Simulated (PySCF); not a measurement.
# Correlation energy of Tl+ (thallium, charge +1)

[Xe] 4f14 5d10 6s2, closed-shell 1S. Computed with PySCF 2.14 in aug-cc-pVDZ-PP with ECP60MDF, with scalar relativity through the core potential. Frozen: 5s2 5p6 5d10; 2 electrons correlated.

Total MP2 correlation energy: -17.37 mhartree.

Same-spin part 0.00 and opposite-spin part -17.37 mhartree; SCS-MP2 scales them by 1/3 and 6/5 to -20.84 mhartree.

With two correlated electrons CCSD is exact within the correlated space (frozen core and kept virtual orbitals).

```json
{"level": "CCSD", "correlation energy (mhartree)": "-25.59"}
```

Diagnostics: T1 = 0.0022, D1 = 0.0031, largest double amplitude 0.074.

Problem. Is a single reference adequate?

Solution. Mostly. T1 lies below 0.03, but a double amplitude of this size points to a near-degeneracy that CCSD handles and MP2 describes poorly.
